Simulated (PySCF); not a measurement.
Mg(Me)(Et) (C₃H₈Mg), SMILES C[CH2][Mg][CH3].

Coordinates come from a B3LYP-D3(BJ)/def2-SVP optimisation. The structure was generated by enumeration; whether it is a known compound was not checked. The values are those of a single conformer.

All values below come from TDDFT-B3LYP/def2-SVPD in PySCF 2.14.0.

Vertical excitations. 

```json
[
 {"state": "S1", "energy (eV)": "4.64", "λ (nm)": "267", "f": "0.002", "main pairs": "HOMO→LUMO+1 96 %"},
 {"state": "S2", "energy (eV)": "4.71", "λ (nm)": "263", "f": "0.002", "main pairs": "HOMO→LUMO+2 99 %"},
 {"state": "S3", "energy (eV)": "4.78", "λ (nm)": "259", "f": "0.266", "main pairs": "HOMO→LUMO 94 %"},
 {"state": "S4", "energy (eV)": "5.59", "λ (nm)": "222", "f": "0.025", "main pairs": "HOMO→LUMO+3 87 %"},
 {"state": "S5", "energy (eV)": "5.88", "λ (nm)": "211", "f": "0.018", "main pairs": "HOMO−1→LUMO 86 %"},
 {"state": "S6", "energy (eV)": "6.11", "λ (nm)": "203", "f": "0.093", "main pairs": "HOMO−1→LUMO+1 98 %"},
 {"state": "S7", "energy (eV)": "6.18", "λ (nm)": "201", "f": "0.094", "main pairs": "HOMO−1→LUMO+2 97 %"},
 {"state": "S8", "energy (eV)": "6.57", "λ (nm)": "189", "f": "0.011", "main pairs": "HOMO→LUMO+5 92 %"},
 {"state": "S9", "energy (eV)": "6.58", "λ (nm)": "188", "f": "0.005", "main pairs": "HOMO→LUMO+4 92 %"},
 {"state": "S10", "energy (eV)": "6.91", "λ (nm)": "179", "f": "0.046", "main pairs": "HOMO−1→LUMO+3 60 %, HOMO→LUMO+6 36 %"},
 {"state": "T1", "energy (eV)": "3.90", "λ (nm)": "318", "f": "0", "main pairs": "HOMO→LUMO 96 %"},
 {"state": "T2", "energy (eV)": "4.49", "λ (nm)": "276", "f": "0", "main pairs": "HOMO→LUMO+1 97 %"},
 {"state": "T3", "energy (eV)": "4.57", "λ (nm)": "272", "f": "0", "main pairs": "HOMO→LUMO+2 97 %"},
 {"state": "T4", "energy (eV)": "5.14", "λ (nm)": "241", "f": "0", "main pairs": "HOMO−1→LUMO 88 %"}
]
```
Triplets are in the Tamm–Dancoff approximation, which puts them higher than full response would, so one can lie above its singlet here.
